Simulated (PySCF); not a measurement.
ErOF at several levels of theory

Computed with PySCF 2.14.0 (density fitting, no spin-orbit coupling) at the geometry relaxed with PBE0:

```xyz
3
ErOF (singlet in the valence; each metal's 4f electrons, 11 of them, lie in its core potential, out of spins and levels)
Er    0.0251    0.0000   -0.3221
O     1.5192    0.0000    0.7020
F    -1.6497    0.0000    0.7821
```

```tsv
level	basis	state	HOMO (eV)	gap (eV)	charge on Er1 (e)	population of f-type functions on Er1 (polarisation alone where 4f lies in the core)	dipole about the centre of mass (D)	largest force component (eV/Å)
PBE0	Er lcecp-1-SVP with ECP57, O def2-SVP, F def2-SVP	singlet	-6.64	4.10	0.90	0.08	7.59	0.02
BP86	the same	singlet	-5.30	2.26	0.75	0.07	6.92	0.78
PBE0	Er lcecp-1-TZVP with ECP57, O def2-TZVP, F def2-TZVP	singlet	-6.62	4.11	1.29	0.08	7.86	0.17
```

In the lcecp rows the 4f levels are missing from HOMO and gap, and the state counts the valence alone.

Charges are Mulliken's, which hang on the basis. The relaxation used the grid (50, 194), these runs (75, 302) or, all-electron (x2c bases, spin-free X2C Hamiltonian), (99, 590).

Q: What does r2SCAN with Er lcecp-1-SVP with ECP57, O def2-SVP, F def2-SVP give here?

A: state singlet, HOMO (eV) -5.40, gap (eV) 2.72, charge on Er1 (e) 0.88, population of f-type functions on Er1 (polarisation alone where 4f lies in the core) 0.07, dipole about the centre of mass (D) 7.37, largest force component (eV/Å) 0.49. Time: 2.2 s on 2 threads of Arm Neoverse V1 (shared host), from an already converged density.

In the first row's basis the gap widens with exact exchange: 2.3 to 2.7 eV for BP86, r2SCAN (none); 4.1 eV for PBE0 (a fixed share).

An lcecp potential fixes the number of 4f electrons, so in runs with it no electron can move into or out of that shell.
